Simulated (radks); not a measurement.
Spherical quantum dot in the effective-mass picture: electrons in a hard-walled sphere of radius 3.64, all in effective atomic units (hartree* = m*/eps^2 hartree, bohr* = eps/m* bohr), one dielectric constant everywhere. Method: non-relativistic Kohn-Sham, PBEsol, spin-polarised, spherical densities; computed with a radial shooting solver with Libxc functionals. Levels are named by radial order and angular momentum (1s, 1p, 1d, 2s, ...), and open shells are averaged over m.

N = 36, configuration 1s2 1p6 1d10 2s(up 1, down 0) 1f14 1g(up 3, down 0). This is the lowest configuration that the search found. Occupied and some empty levels:

| level | occupation | eigenvalue (hartree*) | <r> (bohr*) |
|---|---|---|---|
| 1s up | 1 | 12.716 | 2.588 |
| 1s down | 1 | 12.751 | 2.597 |
| 1p up | 3 | 12.888 | 2.650 |
| 1p down | 3 | 12.921 | 2.652 |
| 1d up | 5 | 13.198 | 2.710 |
| 1d down | 5 | 13.231 | 2.709 |
| 1f up | 7 | 13.634 | 2.762 |
| 1f down | 7 | 13.666 | 2.761 |
| 1g up | 3 | 14.185 | 2.809 |
| 2s up | 1 | 14.191 | 1.592 |
| 1g down | 0 | 14.218 | 2.808 |
| 2s down | 0 | 14.330 | 1.655 |
| 2p up | 0 | 14.826 | 1.888 |
| 1h up | 0 | 14.846 | 2.850 |
| 1h down | 0 | 14.879 | 2.849 |
| 2p down | 0 | 14.911 | 1.923 |
| 2d up | 0 | 15.582 | 2.075 |
| 2d down | 0 | 15.639 | 2.094 |
| 3s up | 0 | 15.949 | 1.691 |
| 3s down | 0 | 16.102 | 1.667 |

Energy (hartree*): total 266.129, kinetic 62.553, external 0, Hartree 222.54, exchange-correlation -18.966.

Electron density:

| r (bohr*) | n(r) (e/bohr*^3) |
|---|---|
| 0.109 | 0.07711 |
| 0.290 | 0.07516 |
| 0.471 | 0.07166 |
| 0.652 | 0.06709 |
| 0.833 | 0.06225 |
| 1.01 | 0.05833 |
| 1.20 | 0.05700 |
| 1.38 | 0.06046 |
| 1.56 | 0.07155 |
| 1.74 | 0.09342 |
| 1.92 | 0.1285 |
| 2.10 | 0.1774 |
| 2.28 | 0.2365 |
| 2.46 | 0.2958 |
| 2.64 | 0.3382 |
| 2.82 | 0.3427 |
| 3.00 | 0.2934 |
| 3.18 | 0.1944 |
| 3.37 | 0.08207 |
| 3.55 | 0.01006 |
